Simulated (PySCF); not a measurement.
BI₃, SMILES IB(I)I. Atoms are numbered in the order given.

```xyz
4

B      0.0000     0.0000     0.0000
I      2.1188     0.0000     0.0000
I     -1.0594    -1.8349     0.0000
I     -1.0594     1.8349     0.0000
```

Geometry: PBE0-D3(BJ)/def2-SVP. The isomer is the one that the SMILES or the coordinates give; other isomers of the formula were not compared. The def2 effective core potentials stand for the cores of I; spin–orbit coupling is left out.

Computed with PBE/def2-TZVP in PySCF.

The molecule is in vacuum.

* **total energy**: -917.98663 hartree
* **point group**: D3h
* **highest occupied level**: -6.26 eV
* **lowest empty level**: -3.25 eV
* **orbital gap**: 3.02 eV
* **dipole moment**: 0.000 e·Å
* **quadrupole, principal values (traceless, Buckingham form, about the centre of nuclear charge)**: -2.20, 1.10, 1.10 D·Å
* **mean static polarisability**: 116.9 bohr³ (17.33 Å³)
* **polarisability, principal values**: 75.2, 137.8, 137.8 bohr³
